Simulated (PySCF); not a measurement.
SMILES C[SiH2][SiH2]O (CH8OSi2) (GFN2-xTB optimised geometry):

```
12

C      2.127    -1.012     0.000
Si     0.229    -1.012     0.000
Si    -0.579     1.149     0.000
O     -2.173     1.178    -0.351
H      2.520    -0.508     0.878
H      2.522    -2.024    -0.001
H      2.526    -0.504    -0.874
H     -0.204    -1.799    -1.175
H     -0.209    -1.814     1.155
H     -0.608     1.823     1.295
H      0.121     2.024    -0.957
H     -2.526     0.828    -1.163
```

Calculation: PySCF with PBE/def2-TZVP.

Question: What are the frontier orbital energies and the dipole moment?

Answer: HOMO-2 -7.89 eV, HOMO-1 -7.44 eV, HOMO -6.49 eV, LUMO -1.42 eV, LUMO+1 -0.54 eV; dipole moment 1.42 D.

Meta-Löwdin charges at PBE/def2-TZVP: C1 -0.58, Si2 0.30, Si3 0.61, O4 -0.74, H5 0.13, H6 0.14, H7 0.13, H8 -0.08, H9 -0.07, H10 -0.08, H11 -0.11, H12 0.35.
